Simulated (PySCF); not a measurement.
Identify the unknown among the candidates.

All candidates are C4H9FSi.

| technique | computed result |
| --- | --- |
| 1H NMR | chemical shifts (computed TMS as zero) by class: 3.89 (3 H), 2.61 (2 H), 2.27 (2 H), 1.91 (1 H), 1.59 (1 H) ppm [GIAO PBE0/pcSseg-1] |
| 13C NMR | chemical shifts (computed TMS as zero) by class: 91.8 (1 C), 35.4 (2 C), 12.1 (1 C) ppm [GIAO PBE0/pcSseg-1] |
| Dipole | 1.78 D [PBE0/def2-SVPD] |
| NMR, other nuclei | isotropic shieldings of nuclei other than C and H, by class: 338 (1 F), 418 (1 Si) ppm [GIAO PBE0/pcSseg-1] |
| Triplet | lowest triplet excitation (Tamm–Dancoff): 6.62 eV [TDA PBE0/def2-SVPD] |
| Polarisability | 72.9 au [PBE0/def2-SVPD] |
| Rotational structure | rotational constants A, B, C: 3.972, 2.329, 1.951 GHz [GFN2-xTB] |
| UV, first state | lowest singlet excitation: 7.09 eV (175 nm, f = 0.031) [TDDFT PBE0/def2-SVPD] |

Electronic properties: PySCF, gas phase, density fitting. Levels stand in brackets. Isolated species at its GFN2-xTB geometry (one conformer only). NMR classes are plain means over equivalent atoms (diastereotopic ones count apart unless rotation or inversion swaps them), as if these changed places fast.

Problem. Which candidate is it?
A. `FC1([SiH3])CCC1`
B. `C/C([SiH3])=C\CF`
C. `C=CC[Si@H](C)F`
D. `C[Si@H]1C[C@H](F)C1`

Solution. A. It is `FC1([SiH3])CCC1`. Numbering: `[F:1][C:2]1([SiH3:3])[CH2:4][CH2:5][CH2:6]1`. Its formula, C4H9FSi, gives 1 degree of unsaturation: 1 ring and 0 π bonds in the structure found. 4 carbons fall into 3 classes; from least to most shielded: sp3 C–F carbon [C2] (91.8 ppm), four-membered-ring carbon [C4/C6] (35.4 ppm, 2 C), four-membered-ring carbon [C5] (12.1 ppm). Hydrogen classes from least to most shielded: 3 H on an SiH3 silicon, Si3 (3.89 ppm), 2 H on 2 four-membered-ring carbons, C4/C6 (2.61 ppm), 2 H on 2 four-membered-ring carbons, C4/C6 (2.27 ppm), 1 H on a four-membered-ring carbon, C5 (1.91 ppm), 1 H on a four-membered-ring carbon, C5 (1.59 ppm). The other shieldings belong to: 338 ppm, alkyl fluorine [F1]; 418 ppm, SiH3 silicon [Si3]. The optimised geometry has point group Cs and is an asymmetric top.

The others, at the same levels:
- `C=CC[Si@H](C)F` fails: it has 4 carbon classes against 3; its computed 13C shifts are 139.5 (1 C), 121.8 (1 C), 30.0 (1 C), -2.5 (1 C) ppm, 1H shifts are 5.96 (1 H), 5.40 (1 H), 5.25 (1 H), 5.21 (1 H), 2.20 (1 H), 2.02 (1 H), 0.30 (3 H) ppm and rotational constant A is 4.875 GHz (against 3.972 GHz).
- `C/C([SiH3])=C\CF` fails: it has 4 carbon classes against 3; its computed 13C shifts are 151.0 (1 C), 136.4 (1 C), 86.3 (1 C), 20.5 (1 C) ppm, 1H shifts are 6.47 (1 H), 5.64 (2 H), 4.14 (3 H), 1.81 (3 H) ppm and rotational constant A is 5.566 GHz (against 3.972 GHz).
- `C[Si@H]1C[C@H](F)C1` fails: its computed 13C shifts are 90.3 (1 C), 25.5 (2 C), -2.8 (1 C) ppm, 1H shifts are 5.33 (1 H), 4.94 (1 H), 1.96 (2 H), 1.87 (2 H), 0.34 (3 H) ppm and rotational constant A is 6.666 GHz (against 3.972 GHz).

Each candidate is one conformer, not necessarily the lowest. The conformers computed, where there is a choice (atom-mapped SMILES and torsion angles):
- `[CH2:1]=[CH:2][CH2:3][Si@H:4]([CH3:5])[F:6]`: C1–C2–C3–Si4 107°, C2–C3–Si4–C5 -64°
- `[CH3:1]/[C:2]([SiH3:3])=[CH:4]\[CH2:5][F:6]`: C2–C4–C5–F6 179°
